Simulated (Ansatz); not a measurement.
A nudged elastic band was laid between two geometries of AlClH4OSi (8 atoms, charge 0, multiplicity 1).

The calculation used RKS B3LYP-D4/6-31G* (Ansatz 0.2.0).

- movable images: 9
- climbing image: yes
- spring: 5.0 eV/Å²
- optimiser: quadratic models (default)
- start path: straight line
- force threshold: 0.03 eV/Å
- iteration limit: 49
- end points: relaxed

Image 0:

```xyz
8
Properties=species:S:1:pos:R:3
Al 0.561 0.077 -0.273
O 0.430 -0.216 1.387
Si -0.324 -0.508 2.827
H -1.421 -1.499 2.657
H 0.662 -1.049 3.798
H -0.896 0.751 3.376
H 1.959 0.228 -0.961
Cl -1.206 0.237 -1.416
```

Image 10:

```xyz
8
Properties=species:S:1:pos:R:3
Al 0.082 0.411 -1.070
O 0.766 -0.212 0.907
Si -0.080 -0.503 2.385
H -1.035 -1.613 2.208
H 0.996 -0.905 3.331
H -0.724 0.739 2.851
H 1.724 -0.360 0.954
Cl -1.965 0.461 -0.170
```

Which bonds break or form, and what moves?

Bonds broken: Al1–H7. Bonds formed: O2–H7.

Give the energies along the band, and the barrier.

The run converged. The highest image is number 6 of 0 to 10, 3.01 eV above the first end and 1.33 eV above the last; the last end lies 1.68 eV above the first. Neighbouring images differ by up to 1.2 eV, so the band resolves the path poorly. Another band between the same ends (9 images) ends at a top of the same energy, where a vibrational analysis finds 1 clearly imaginary mode. The orbitals stay closed-shell, which can raise the energy where a bond breaks towards radicals; this wasn't checked here.

| image | path coordinate (Å) | energy (eV) | Al1–H7 (Å) | O2–H7 (Å) |
| --- | --- | --- | --- | --- |
| 0 | 0.00 | 0.00 | 1.57 | 2.84 |
| 1 | 0.47 | 0.00 | 1.57 | 2.84 |
| 2 | 0.95 | 0.01 | 1.57 | 2.84 |
| 3 | 1.43 | 0.11 | 1.56 | 2.69 |
| 4 | 1.90 | 0.70 | 1.56 | 2.32 |
| 5 | 2.38 | 1.91 | 1.60 | 1.85 |
| 6 | 2.85 | 3.01 | 1.74 | 1.34 |
| 7 | 3.38 | 2.04 | 2.19 | 0.99 |
| 8 | 3.91 | 1.81 | 2.58 | 0.97 |
| 9 | 4.44 | 1.72 | 2.67 | 0.97 |
| 10 | 4.97 | 1.68 | 2.72 | 0.97 |

What is the geometry of the highest image?


```xyz
8
Properties=species:S:1:pos:R:3
Al 0.177 0.245 -0.743
O 0.292 -0.186 1.047
Si -0.028 -0.544 2.678
H -0.975 -1.682 2.771
H 1.264 -0.916 3.303
H -0.587 0.648 3.363
H 1.453 -0.138 0.376
Cl -1.833 0.592 -1.402
```

The run took 8.2 min on 1 thread of Arm Neoverse V1 (shared host), peak memory 0.17 GiB.
